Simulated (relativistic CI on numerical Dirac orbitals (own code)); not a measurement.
**Ir⁶⁺: 5p photoemission**

Computed with this model: Dirac-Coulomb-Breit CI, KLI orbitals optimised for each configuration, model QED, valence Slater integrals scaled by 0.8, multiplet model of photoemission in the sudden approximation; configurations [Xe] 4f14 5d3 → [Kr] 4d10 4f14 5s2 5p5 5d3; 300 K; Lorentzian 2.1 eV and Gaussian 0.6 eV FWHM. Energies are those of the free ion, without screening or charge transfer. The energies are binding energies and can lie tens of eV above those of solids. S is read from ⟨S²⟩ = S(S + 1).

Field parameters in Wybourne normalisation: D4h B²₀ = −7Ds, B⁴₀ = 21(Dq − Dt), B⁴₄ = 21√(5/14) Dq. The field is a parameter set, without covalency.

Computed curve for D4h, 10Dq = 26200, Ds = -200, Dt = -650 cm⁻¹, scaled to 100 at the maximum (points under 2 are left out and the grid is thinned):

Energy (eV), Intensity and a bar:
```
    127.0        2.0 
    128.0        2.5 
    129.0        3.1 
    130.0        4.1 #
    131.2        6.0 #
    132.2        8.8 ##
    133.2       14.5 ####
    134.2       28.2 ########
    135.2       64.8 ###################
    136.2      100.0 ##############################
    137.2       85.9 ##########################
    138.2       64.3 ###################
    139.4       40.4 ############
    140.4       32.0 #########
    141.4       25.4 #######
    142.4       17.8 #####
    143.4       13.8 ####
    144.4       13.3 ###
    145.4       15.3 ####
    146.4       16.3 ####
    147.6       13.0 ###
    148.6       11.8 ###
    149.6       11.6 ###
    150.6       11.4 ###
    151.6       11.8 ###
    152.6       15.6 ####
    153.6       24.9 #######
    154.6       36.7 ###########
    155.8       25.1 #######
    156.8       20.1 ######
    157.8       17.1 #####
    158.8       14.0 ####
    159.8       12.3 ###
    160.8       11.7 ###
    161.8       13.4 ###
    162.8       12.1 ###
    164.0        6.8 #
    165.0        4.6 #
    166.0        3.0 
    167.0        2.1
```

The ground state has S = 1.42, and the centroid lies at 143.82 eV.
